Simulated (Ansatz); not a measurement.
C4H9Se, doublet, at a GFN2-xTB geometry; CASSCF(3,3)/STO-3G run with Ansatz (a program for electronic structure).

The Ansatz input:
Ansatz 0.2 input:
```yaml
crystal:
  periodic: [false, false, false]
  atoms:
    - {symbol: C, position_ang: [2.25254930, 0.53239906, 1.30570145]}
    - {symbol: C, position_ang: [0.93331590, 0.76216988, 0.66074264]}
    - {symbol: Se, position_ang: [0.20902999, -0.50297320, -0.48585826]}
    - {symbol: C, position_ang: [-1.57313250, 0.33449065, -0.68959236]}
    - {symbol: C, position_ang: [-2.34998014, 0.33232468, 0.61118308]}
    - {symbol: H, position_ang: [2.27903577, 1.03000725, 2.27670318]}
    - {symbol: H, position_ang: [2.42751466, -0.53250373, 1.45165369]}
    - {symbol: H, position_ang: [3.08117999, 0.93691263, 0.71480817]}
    - {symbol: H, position_ang: [0.64321909, 1.78482663, 0.45624919]}
    - {symbol: H, position_ang: [-2.08418637, -0.23694479, -1.46553738]}
    - {symbol: H, position_ang: [-1.39883596, 1.35007917, -1.05008460]}
    - {symbol: H, position_ang: [-1.78606347, 0.84620273, 1.38734837]}
    - {symbol: H, position_ang: [-3.30356469, 0.84032122, 0.47724480]}
    - {symbol: H, position_ang: [-2.54183408, -0.68611800, 0.94258677]}
basis:
  gaussian:
    orbitals: STO-3G
hamiltonian:
  xc: hf
correlation: {active_space: {window: {electrons: 3, orbitals: 3}}}
magnetization: {spin_polarized: false, initial_magnetization: 1}
```

What the program printed (banner, timings and long lists left out):

```
Functional definition: HF
590 factors; integrals over basis functions are off by at most 4.0e-5 eV
mean field evaluation 1: about -68798.9537 eV, gradient 1.7e1 eV
mean field evaluation 2: about -68799.1853 eV, gradient 1.7e1 eV
mean field evaluation 4: about -68800.7770 eV, gradient 1.6e0 eV
mean field evaluation 8: about -68800.7920 eV, gradient 3.2e-4 eV
mean field -68800.79202995 eV, -2528.3824722488 hartree, gradient 1.4e-6 eV, S^2 0.750000; 0 other end points of the search recorded, 0 dependent functions left out
reference -68800.79202995 eV, -2528.3824722488 hartree; 34, 33 occupied and 13, 14 virtual orbitals, 590 factors
state -68801.28094734 eV, -2528.4004396317 hartree
Total energy: -68801.28094734 eV, -2528.4004396317 hartree
```
